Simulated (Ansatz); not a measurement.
Ansatz (a first-principles code) input (HF/3-21G): The .json file is the Basis Set Exchange's 3-21G.

Ansatz 0.2 input:
```yaml
crystal:
  periodic: [false, false, false]
  atoms:
    - {symbol: C, position_ang: [-1.66400416, 0.36562857, -0.07525321]}
    - {symbol: N, position_ang: [-0.40023096, -0.24389353, -0.50279013]}
    - {symbol: Si, position_ang: [1.11926471, -0.13585806, 0.35217761]}
    - {symbol: H, position_ang: [-2.20441827, 0.75875773, -0.92943629]}
    - {symbol: H, position_ang: [-1.46077228, 1.19346015, 0.59369034]}
    - {symbol: H, position_ang: [-2.31110371, -0.33553400, 0.44554524]}
    - {symbol: H, position_ang: [-0.49206384, -0.87945662, -1.27116034]}
    - {symbol: H, position_ang: [2.20003154, -0.59617522, -0.57024957]}
    - {symbol: H, position_ang: [1.38426228, 1.27444424, 0.77217428]}
basis:
  gaussian:
    orbitals: 3-21G.json
hamiltonian:
  xc: {name: HF}
magnetization: {spin_polarized: true, initial_magnetization: 1}
phonons: {temperatures: {t_min: 298.15, t_max: 298.15, t_step: 100}}
```

Output:

```
Functional definition: HF
integrals: 0.01 GiB planned
562 factors; integrals over basis functions are off by at most 4.7e-4 eV
mean field: 0.10 GiB planned
mean field evaluation 1: about -10411.1659 eV, gradient 1.5e1 eV
mean field evaluation 2: about -10411.1642 eV, gradient 1.5e1 eV
mean field evaluation 4: about -10412.3708 eV, gradient 2.0e0 eV
mean field evaluation 8: about -10412.4053 eV, gradient 2.1e-3 eV
mean field -10412.40525846 eV, -382.6488354666 hartree, gradient 3.3e-5 eV, S^2 0.754462; 0 other end points of the search recorded, 0 dependent functions left out
the calculation of the forces begins
reference -10412.40525846 eV, -382.6488354666 hartree; 17, 16 occupied and 26, 27 virtual orbitals, 562 factors
these checks for a lower state are left out or cut short: stability, starts, cluster_reference, orbital_swaps, neighbouring_geometries, increment
integrals: 0.01 GiB planned
562 factors; integrals over basis functions are off by at most 4.7e-4 eV
mean field: 0.10 GiB planned
mean field evaluation 16: about -10412.4051 eV, gradient 1.2e-4 eV
mean field -10412.40508670 eV, -382.6488291545 hartree, gradient 1.3e-6 eV, S^2 0.754451; 0 other end points of the search recorded, 0 dependent functions left out
the calculation of the forces begins
reference -10412.40508670 eV, -382.6488291545 hartree; 17, 16 occupied and 26, 27 virtual orbitals, 562 factors
these checks for a lower state are left out or cut short: stability, starts, cluster_reference, orbital_swaps, neighbouring_geometries, increment
integrals: 0.01 GiB planned
562 factors; integrals over basis functions are off by at most 4.7e-4 eV
mean field: 0.10 GiB planned
mean field -10412.40509564 eV, -382.6488294831 hartree, gradient 1.3e-6 eV, S^2 0.754473; 0 other end points of the search recorded, 0 dependent functions left out
the calculation of the forces begins
reference -10412.40509564 eV, -382.6488294831 hartree; 17, 16 occupied and 26, 27 virtual orbitals, 562 factors
these checks for a lower state are left out or cut short: stability, starts, cluster_reference, orbital_swaps, neighbouring_geometries, increment
integrals: 0.01 GiB planned
562 factors; integrals over basis functions are off by at most 4.7e-4 eV
mean field: 0.10 GiB planned
mean field evaluation 32: about -10412.4051 eV, gradient 1.3e-6 eV
mean field -10412.40507816 eV, -382.6488288406 hartree, gradient 1.3e-6 eV, S^2 0.754471; 0 other end points of the search recorded, 0 dependent functions left out
the calculation of the forces begins
reference -10412.40507816 eV, -382.6488288406 hartree; 17, 16 occupied and 26, 27 virtual orbitals, 562 factors
these checks for a lower state are left out or cut short: stability, starts, cluster_reference, orbital_swaps, neighbouring_geometries, increment
integrals: 0.01 GiB planned
562 factors; integrals over basis functions are off by at most 4.7e-4 eV
mean field: 0.10 GiB planned
mean field -10412.40506777 eV, -382.6488284588 hartree, gradient 1.3e-6 eV, S^2 0.754453; 0 other end points of the search recorded, 0 dependent functions left out
the calculation of the forces begins
reference -10412.40506777 eV, -382.6488284588 hartree; 17, 16 occupied and 26, 27 virtual orbitals, 562 factors
these checks for a lower state are left out or cut short: stability, starts, cluster_reference, orbital_swaps, neighbouring_geometries, increment
integrals: 0.01 GiB planned
562 factors; integrals over basis functions are off by at most 4.7e-4 eV
mean field: 0.10 GiB planned
mean field -10412.40506262 eV, -382.6488282695 hartree, gradient 1.3e-6 eV, S^2 0.754468; 0 other end points of the search recorded, 0 dependent functions left out
the calculation of the forces begins
reference -10412.40506262 eV, -382.6488282695 hartree; 17, 16 occupied and 26, 27 virtual orbitals, 562 factors
these checks for a lower state are left out or cut short: stability, starts, cluster_reference, orbital_swaps, neighbouring_geometries, increment
integrals: 0.01 GiB planned
562 factors; integrals over basis functions are off by at most 4.7e-4 eV
mean field: 0.10 GiB planned
mean field -10412.40506816 eV, -382.6488284732 hartree, gradient 1.3e-6 eV, S^2 0.754457; 0 other end points of the search recorded, 0 dependent functions left out
the calculation of the forces begins
reference -10412.40506816 eV, -382.6488284732 hartree; 17, 16 occupied and 26, 27 virtual orbitals, 562 factors
these checks for a lower state are left out or cut short: stability, starts, cluster_reference, orbital_swaps, neighbouring_geometries, increment
integrals: 0.01 GiB planned
562 factors; integrals over basis functions are off by at most 4.7e-4 eV
mean field: 0.10 GiB planned
mean field -10412.40508392 eV, -382.6488290524 hartree, gradient 1.3e-6 eV, S^2 0.754453; 0 other end points of the search recorded, 0 dependent functions left out
[...]
the calculation of the forces begins
reference -10412.40516434 eV, -382.6488320077 hartree; 17, 16 occupied and 26, 27 virtual orbitals, 562 factors
these checks for a lower state are left out or cut short: stability, starts, cluster_reference, orbital_swaps, neighbouring_geometries, increment
integrals: 0.01 GiB planned
562 factors; integrals over basis functions are off by at most 4.7e-4 eV
mean field: 0.10 GiB planned
mean field -10412.40522516 eV, -382.6488342428 hartree, gradient 1.3e-6 eV, S^2 0.754462; 0 other end points of the search recorded, 0 dependent functions left out
the calculation of the forces begins
reference -10412.40522516 eV, -382.6488342428 hartree; 17, 16 occupied and 26, 27 virtual orbitals, 562 factors
these checks for a lower state are left out or cut short: stability, starts, cluster_reference, orbital_swaps, neighbouring_geometries, increment
integrals: 0.01 GiB planned
562 factors; integrals over basis functions are off by at most 4.7e-4 eV
mean field: 0.10 GiB planned
mean field -10412.40522588 eV, -382.6488342692 hartree, gradient 1.3e-6 eV, S^2 0.754463; 0 other end points of the search recorded, 0 dependent functions left out
the calculation of the forces begins
reference -10412.40522588 eV, -382.6488342692 hartree; 17, 16 occupied and 26, 27 virtual orbitals, 562 factors
these checks for a lower state are left out or cut short: stability, starts, cluster_reference, orbital_swaps, neighbouring_geometries, increment
integrals: 0.01 GiB planned
562 factors; integrals over basis functions are off by at most 4.7e-4 eV
mean field: 0.10 GiB planned
mean field evaluation 320: about -10412.4061 eV, gradient 5.0e-2 eV
mean field -10412.40524841 eV, -382.6488350972 hartree, gradient 1.4e-6 eV, S^2 0.754467; 0 other end points of the search recorded, 0 dependent functions left out
the calculation of the forces begins
reference -10412.40524841 eV, -382.6488350972 hartree; 17, 16 occupied and 26, 27 virtual orbitals, 562 factors
these checks for a lower state are left out or cut short: stability, starts, cluster_reference, orbital_swaps, neighbouring_geometries, increment
integrals: 0.01 GiB planned
562 factors; integrals over basis functions are off by at most 4.7e-4 eV
mean field: 0.10 GiB planned
mean field -10412.40524820 eV, -382.6488350897 hartree, gradient 1.8e-6 eV, S^2 0.754457; 0 other end points of the search recorded, 0 dependent functions left out
the calculation of the forces begins
reference -10412.40524820 eV, -382.6488350897 hartree; 17, 16 occupied and 26, 27 virtual orbitals, 562 factors
these checks for a lower state are left out or cut short: stability, starts, cluster_reference, orbital_swaps, neighbouring_geometries, increment
integrals: 0.01 GiB planned
562 factors; integrals over basis functions are off by at most 4.7e-4 eV
mean field: 0.10 GiB planned
mean field -10412.40523462 eV, -382.6488345903 hartree, gradient 1.3e-6 eV, S^2 0.754458; 0 other end points of the search recorded, 0 dependent functions left out
the calculation of the forces begins
reference -10412.40523462 eV, -382.6488345903 hartree; 17, 16 occupied and 26, 27 virtual orbitals, 562 factors
these checks for a lower state are left out or cut short: stability, starts, cluster_reference, orbital_swaps, neighbouring_geometries, increment
integrals: 0.01 GiB planned
562 factors; integrals over basis functions are off by at most 4.7e-4 eV
mean field: 0.10 GiB planned
mean field -10412.40523408 eV, -382.6488345705 hartree, gradient 1.3e-6 eV, S^2 0.754466; 0 other end points of the search recorded, 0 dependent functions left out
the calculation of the forces begins
reference -10412.40523408 eV, -382.6488345705 hartree; 17, 16 occupied and 26, 27 virtual orbitals, 562 factors
these checks for a lower state are left out or cut short: stability, starts, cluster_reference, orbital_swaps, neighbouring_geometries, increment
integrals: 0.01 GiB planned
562 factors; integrals over basis functions are off by at most 4.7e-4 eV
mean field: 0.10 GiB planned
mean field -10412.40524960 eV, -382.6488351412 hartree, gradient 1.1e-6 eV, S^2 0.754463; 0 other end points of the search recorded, 0 dependent functions left out
the calculation of the forces begins
reference -10412.40524960 eV, -382.6488351412 hartree; 17, 16 occupied and 26, 27 virtual orbitals, 562 factors
these checks for a lower state are left out or cut short: stability, starts, cluster_reference, orbital_swaps, neighbouring_geometries, increment
integrals: 0.01 GiB planned
562 factors; integrals over basis functions are off by at most 4.7e-4 eV
mean field: 0.10 GiB planned
mean field evaluation 352: about -10412.4061 eV, gradient 4.8e-2 eV
mean field -10412.40525129 eV, -382.6488352032 hartree, gradient 3.0e-6 eV, S^2 0.754462; 0 other end points of the search recorded, 0 dependent functions left out
the calculation of the forces begins
reference -10412.40525129 eV, -382.6488352032 hartree; 17, 16 occupied and 26, 27 virtual orbitals, 562 factors
these checks for a lower state are left out or cut short: stability, starts, cluster_reference, orbital_swaps, neighbouring_geometries, increment
integrals: 0.01 GiB planned
562 factors; integrals over basis functions are off by at most 4.7e-4 eV
mean field: 0.10 GiB planned
mean field -10412.40520843 eV, -382.6488336281 hartree, gradient 1.3e-6 eV, S^2 0.754463; 0 other end points of the search recorded, 0 dependent functions left out
the calculation of the forces begins
reference -10412.40520843 eV, -382.6488336281 hartree; 17, 16 occupied and 26, 27 virtual orbitals, 562 factors
these checks for a lower state are left out or cut short: stability, starts, cluster_reference, orbital_swaps, neighbouring_geometries, increment
integrals: 0.01 GiB planned
562 factors; integrals over basis functions are off by at most 4.7e-4 eV
mean field: 0.10 GiB planned
mean field -10412.40521044 eV, -382.6488337019 hartree, gradient 1.3e-6 eV, S^2 0.754462; 0 other end points of the search recorded, 0 dependent functions left out
the calculation of the forces begins
reference -10412.40521044 eV, -382.6488337019 hartree; 17, 16 occupied and 26, 27 virtual orbitals, 562 factors
these checks for a lower state are left out or cut short: stability, starts, cluster_reference, orbital_swaps, neighbouring_geometries, increment
integrals: 0.01 GiB planned
562 factors; integrals over basis functions are off by at most 4.7e-4 eV
mean field: 0.10 GiB planned
mean field -10412.40524832 eV, -382.6488350940 hartree, gradient 2.4e-6 eV, S^2 0.754458; 0 other end points of the search recorded, 0 dependent functions left out
the calculation of the forces begins
reference -10412.40524832 eV, -382.6488350940 hartree; 17, 16 occupied and 26, 27 virtual orbitals, 562 factors
these checks for a lower state are left out or cut short: stability, starts, cluster_reference, orbital_swaps, neighbouring_geometries, increment
integrals: 0.01 GiB planned
562 factors; integrals over basis functions are off by at most 4.7e-4 eV
mean field: 0.10 GiB planned
mean field -10412.40524928 eV, -382.6488351293 hartree, gradient 1.9e-6 eV, S^2 0.754466; 0 other end points of the search recorded, 0 dependent functions left out
the calculation of the forces begins
reference -10412.40524928 eV, -382.6488351293 hartree; 17, 16 occupied and 26, 27 virtual orbitals, 562 factors
Total energy: -10412.40525846 eV, -382.6488354666 hartree
Atom 0 at    -1.664004     0.365629    -0.075253 Å, force    -0.001732     0.002109    -0.001181 eV/Å
Atom 1 at    -0.400231    -0.243894    -0.502790 Å, force     0.000689    -0.001127     0.000827 eV/Å
Atom 2 at     1.119265    -0.135858     0.352178 Å, force    -0.000129     0.000462    -0.000507 eV/Å
Atom 3 at    -2.204418     0.758758    -0.929436 Å, force     0.000600    -0.000425     0.001100 eV/Å
Atom 4 at    -1.460772     1.193460     0.593690 Å, force     0.000089    -0.001538    -0.000540 eV/Å
Atom 5 at    -2.311104    -0.335534     0.445545 Å, force     0.001336     0.000155    -0.000484 eV/Å
Atom 6 at    -0.492064    -0.879457    -1.271160 Å, force    -0.000354     0.000795     0.000855 eV/Å
Atom 7 at     2.200032    -0.596175    -0.570250 Å, force    -0.000165     0.000035     0.000115 eV/Å
Atom 8 at     1.384262     1.274444     0.772174 Å, force    -0.000334    -0.000467    -0.000185 eV/Å
Dipole moment:    -0.255876    -0.092097    -0.050563 e Å
Vibrations: 88.66 124.27 307.71 491.69 726.54 819.23 847.00 953.52 1179.31 1223.57 1246.01 1555.60 1619.94 1674.66 1699.78 2213.49 2238.42 3164.86 3214.63 3245.96 3763.50 cm⁻¹, zero-point energy 2.008440 eV
```

The blocks after the first are displaced geometries, from whose forces the wavenumbers follow.
